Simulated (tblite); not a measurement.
All values are computed: GFN2-xTB (tblite) harmonic vibrations without scaling, gas phase. This tight-binding method is rough: wavenumbers can miss measured ones by several per cent, in bad cases by 10 to 20. Modes of hydrogen on silicon and sulfur can be 10 to 20 % off. One conformer each. Thermal functions are those of the rigid rotor and harmonic oscillator, without mixing of conformers.

Task: Order these by their heat capacity Cp at 298.15 K, highest first (J/(mol K)).
A. `C=CC1=CC([SiH3])=C(C=O)P=C1`
B. `CC[C@@H](C)[C@@](C)(Cl)CC`
C. `O=C1CS[C@H](CF)C1`
D. `Cc1nnc(C=O)c(C)n1`
E. `C=Cn1cc(C(C)=O)nn1`
F. `C[C@H](F)CO[SH](=O)=O`
G. `C[C@@H]1[C@H]2C[C@H](C2)[C@H]1CC#N`

Result: A (195.5), B (193.0), G (157.9), D (154.4), E (151.6), F (138.2), C (128.7).

```
                            SMILES  atoms  mass (u)  symmetry number  modes under 300 cm⁻¹  ZPE (kJ/mol)  S translation (J/(mol K))  S rotation  S vibration      S     Cp
          C=Cc1cpc(C=O)c([SiH3])c1     20    180.02                1                     8         360.3                      173.6       130.4        141.7  445.7  195.5
         CC[C@@H](C)[C@@](C)(Cl)CC     26    148.10                1                    10         612.9                      171.2       124.8        148.3  444.3  193.0
C[C@@H]1[C@H]2C[C@H](C2)[C@H]1CC#N     23    135.10                1                     6         524.1                      170.0       123.0         99.1  392.1  157.9
                 Cc1nnc(C=O)c(C)n1     17    137.06                1                     8         325.5                      170.2       122.6        132.3  425.2  154.4
                C=Cn1cc(C(C)=O)nn1     17    137.06                1                     7         328.7                      170.2       122.9        120.1  413.2  151.6
             C[C@H](F)CO[SH](=O)=O     15    142.01                1                     7         281.0                      170.7       120.4        104.6  395.7  138.2
                 O=C1CS[C@H](CF)C1     15    134.02                1                     4         292.1                      169.9       119.6         84.8  374.4  128.7
```

Entropies and Cp are for 298.15 K and 1 bar.
